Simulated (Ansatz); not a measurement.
`O[SiH](Cl)[SiH2]Cl` → `O[Si]Cl` + `[SiH3]Cl` at 298.15 K and 1 bar (silylene formation by 1,1-elimination).

Program: Ansatz. Geometries: PBE0-D4/def2-TZVP. ΔE: electronic, gas phase. CBS: MP2 limit from def2 TZ/QZ plus the TZ coupled-cluster correction, frozen cores. This one scheme is used for every species. Each species was taken in one conformer, which may not be the lowest.

```
             species  CCSD(T)/CBS energy (Eh)  H − E (kJ/mol)  S (J/(mol·K))
`O[SiH](Cl)[SiH2]Cl`              -1575.44242           139.8          383.6
           `O[Si]Cl`               -824.69782            53.3          279.3
          `[SiH3]Cl`               -750.69636            80.1          250.8
```

H − E and S are ideal-gas, rigid-rotor, harmonic terms from PBE0-D4/def2-TZVP, for one conformer and one mirror image of each species. 1 Eh = 2625.50 kJ/mol, R = 8.31446 J/(mol·K).

**Question.** By hand: ΔE, ΔH, ΔS and ΔG.

**Answer.** ΔE = (-824.69782) + (-750.69636) − (-1575.44242) = 0.04824 Eh = 126.7 kJ/mol. Δ(H − E) = 53.3 + 80.1 − 139.8 = -6.4, so ΔH = 120.3 kJ/mol. ΔS = 279.3 + 250.8 − 383.6 = 146.5 J/(mol·K). ΔG = 120.3 − 298.15 × (146.5)/1000 = 76.6 kJ/mol.

**Question.** By hand: the equilibrium constant, and the temperature at which ΔG would vanish if ΔH and ΔS stayed fixed.

**Answer.** log₁₀ K = −ΔG/(RT ln 10) = -13.4. ΔG = 0 at ΔH/ΔS = 821 K.

The number of gas molecules changes by +1, which sets the sign of ΔS. A doubt of 5 kJ/mol in ΔE shifts log₁₀ K by 0.9 here. Other conformers and mirror images would add mixing entropy, several J/(mol·K) or more a flexible species. Modes under 60 cm⁻¹, often nearly free rotors, make the harmonic entropy too high. These are equilibria of isolated gas molecules and say nothing of rates. Largest T1 diagnostic: 0.014 (customary marks: 0.02 for closed shells, 0.045 for open ones).
